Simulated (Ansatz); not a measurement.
```yaml
atoms:
  - { symbol: C, position_ang: [0.0000, 0.0000, -0.4810] }
  - { symbol: O, position_ang: [0.0000, 0.0000, 0.6194] }
  - { symbol: H, position_ang: [0.0000, -0.8689, -1.0347] }
  - { symbol: H, position_ang: [0.0000, 0.8689, -1.0347] }
```

Basis set: def2-TZVP (spherical functions). Correlated methods keep 2 orbitals frozen. Charge 0, multiplicity 1.

Computed with Ansatz (development build ahead of 0.2.0); each method stands on the lowest determinant of its kind that the runs found. Restricted open shells among the atoms or ions are ROHF, correlated in semicanonical orbitals with singles.

**Question.** Give the atomization energy at this shape (free ground-state atoms in the same class of orbitals less the molecule, no zero-point energy) of singlet CH₂O by RHF-MP2, RHF.

**Answer.**

| method | atomization energy |
| --- | --- |
| RHF-MP2 | 15.16 eV |
| RHF | 10.91 eV |

Caution: no unrestricted run beside it, a lower state can exist; the shape is not the minimum.
